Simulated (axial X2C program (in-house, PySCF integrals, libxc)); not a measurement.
**AlRu: from the spin-free to the two-component result**

Computed with an in-house relativistic program for diatomic molecules. Spin-free means the one-electron spin-free X2C Hamiltonian; two-component (2c) means X2C with spin–orbit coupling and atomic mean-field two-electron Coulomb and Gaunt terms, so the difference of the two also holds small scalar two-electron terms. Basis: Ru dyall-cv3z [12s12p8d5f3g], Al dyall-v3z [8s8p2d1f] (cores contracted in-house); Gaussian nuclei, density fitting, unrestricted open shells. Masses: Ru 101.904 u, Al 26.982 u.

Spin-free state: M_S = 3/2, Λ = 0 (beyond evenly filled blocks: σα, δ+α, δ-α); fragments Ru + Al.

| level | Re (Å) | ωe (cm⁻¹) | De (eV) | μ (D) |
| --- | --- | --- | --- | --- |
| PBE | 2.286 | 352.3 | 3.061 | -0.69 |

Dipoles are positive if Al is the positive end.

Two-component determinant lowest at the distance of the search:

Ω = 3/2 (⟨Sz⟩ = 1.49, ⟨Lz⟩ = 0.01 at PBE); fragments Ru + Al.

```tsv
level	Re (Å)	ωe (cm⁻¹)	μ (D)
PBE	2.287	351.6	-0.69
```

Q: From the two tables, how do the constants change at the PBE level (2c against spin-free)?

A: At the PBE level Re rises by 0.001 Å and ωe drops by 0.7 cm⁻¹.

The state is one determinant whose occupation by symmetry is held fixed; it was picked as the lowest of a PBE0 search that is not exhaustive. De is counted from the lowest determinant-based energies of the atoms at the same level, without counterpoise correction. De is not given where an atomic determinant may have missed its ground term or J level, or where the truncated virtual space spoils (T). Density functionals use the spin component along the axis (collinear). PBE0 can misorder states that lie within some tenths of an eV, so this need not be the ground state of the molecule. The nearest other spin-free determinant of the search, M_S = 3/2, Λ = 2, lies 0.40 eV up at the distance of the search. The functionals have no current-density term, which raises determinants with orbital currents, atoms included. With several unpaired electrons one determinant need not be a pure state. At some level and bond length an empty orbital lies below a filled one. This is the top spin component of a Σ state; components of lower Ω are not single determinants and can lie lower.
